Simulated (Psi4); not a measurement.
C5H4N (SMILES [c-]1ccccn1), charge -1, singlet, at a GFN2-xTB geometry (a gas-phase anion, which may not be bound at this level). Base run: HF/STO-3G (Psi4 1.11).

The Psi4 input:
```
memory 2 GB

molecule {
-1 1
N    -0.01009119    0.04340499    1.42304124
C     0.01052094    0.03727816   -1.34847513
C     0.00951876    1.27111639    0.80655258
C    -0.01866129   -1.07909310    0.73279808
C    -0.00939255   -1.16524898   -0.65007356
C     0.01944991    1.20982281   -0.62434536
H     0.01863103    0.03103198   -2.44524323
H    -0.03443770   -2.00843931    1.32435294
H    -0.01732835   -2.12753783   -1.16290677
H     0.03515870    2.15785862   -1.17623123
}

set {
  basis sto-3g
}

energy('scf')
print_variables()
```

Variants of this job, named by their change:

| change | basis functions | E (Eh) |
|---|---|---|
| base | 34 | -242.83277 |
| basis = 3-21G | 62 | -244.62590 |
| basis = 6-31G* | 98 | -246.01191 |
| basis = def2-SVP | 104 | -245.83602 |
| basis = cc-pVDZ | 104 | -246.03993 |
| basis = 6-31G** | 110 | -246.01896 |
| basis = 6-311G** | 132 | -246.07499 |
| basis = def2-SVPD | 152 | -245.85405 |
| basis = 6-311++G** | 160 | -246.08991 |
| basis = aug-cc-pVDZ | 174 | -246.06388 |
| basis = 6-311+G(2d,p) | 186 | -246.09820 |
| basis = def2-TZVPP | 242 | -246.11769 |
| basis = def2-TZVPD | 258 | -246.11962 |

Totals compare only among sets that treat the same electrons; sets with core potentials leave the core out.

A gas-phase anion may not be bound at this level; its values then depend on the basis.
